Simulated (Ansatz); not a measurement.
Relaxation of the cluster Ni₂O₂ with UKS PBE-D4/def2-SVP.

```sh
$ ansatz run in.yaml --threads 4 --pin off --events-out ev --progress --plain --max-ram 3916MiB
```

```yaml
crystal:
  periodic: [false, false, false]
  atoms:
    - {symbol: Ni, position_ang: [-0.126834, -0.384074, 0.335136]}
    - {symbol: Ni, position_ang: [0.075913, 1.353152, -1.084782]}
    - {symbol: O, position_ang: [1.216002, 0.237375, -0.513018]}
    - {symbol: O, position_ang: [-1.165082, -1.206452, 1.262665]}
basis:
  gaussian: {orbitals: def2-SVP}
magnetization: {spin_polarized: true, initial_magnetization: 2}
hamiltonian: {xc: pbe, dispersion: d4}
scf: {omitted_lower_state_checks: [starts]}
output: {orbitals: {seedname: orbitals}}
relax: {f_tol: 0.02, max_steps: 100}
```

Run time 29 s (4 threads of Arm Neoverse V2 on a shared host).

Positions (Å) and forces (eV/Å) at steps 1, 2, 3, 4, 5, 7 of 7:

```xyz
4
step=1 energy=-86148.4091 eV
Ni   -0.127   -0.384    0.335   -0.966    0.282    0.037
Ni    0.076    1.353   -1.085   -0.459    0.222   -0.052
O     1.216    0.237   -0.513    1.566   -0.116   -0.328
O    -1.165   -1.206    1.263   -0.141   -0.388    0.343
4
step=2 energy=-86148.4478 eV
Ni   -0.142   -0.374    0.332   -0.655    0.245   -0.017
Ni    0.076    1.353   -1.085   -0.278    0.110   -0.012
O     1.231    0.236   -0.517    0.938   -0.122   -0.156
O    -1.165   -1.216    1.269   -0.004   -0.233    0.184
4
step=3 energy=-86148.4825 eV
Ni   -0.187   -0.340    0.319   -0.014    0.045   -0.035
Ni    0.081    1.352   -1.086    0.071    0.001   -0.020
O     1.254    0.227   -0.516   -0.193   -0.065    0.104
O    -1.148   -1.240    1.283    0.136    0.019   -0.049
4
step=4 energy=-86148.4889 eV
Ni   -0.210   -0.328    0.315    0.062    0.073   -0.077
Ni    0.099    1.364   -1.100    0.057   -0.049    0.024
O     1.243    0.220   -0.508   -0.236   -0.062    0.113
O    -1.131   -1.256    1.292    0.116    0.038   -0.060
4
step=5 energy=-86148.4976 eV
Ni   -0.251   -0.298    0.303   -0.057   -0.047    0.051
Ni    0.128    1.378   -1.118    0.034   -0.006   -0.004
O     1.213    0.200   -0.484   -0.021    0.022   -0.012
O    -1.090   -1.279    1.299    0.044    0.031   -0.035
4
step=7 energy=-86148.4981 eV
Ni   -0.264   -0.293    0.302   -0.007    0.000    0.002
Ni    0.139    1.382   -1.124   -0.003    0.003   -0.002
O     1.204    0.197   -0.479    0.010   -0.002   -0.001
O    -1.080   -1.287    1.302    0.000   -0.001    0.001
```

At PBE0-D4/def2-TZVP a quintet of charge 0 lies 0.53 eV below the triplet, each at its own geometry. The structure comes from a short search, and lower isomers may exist.
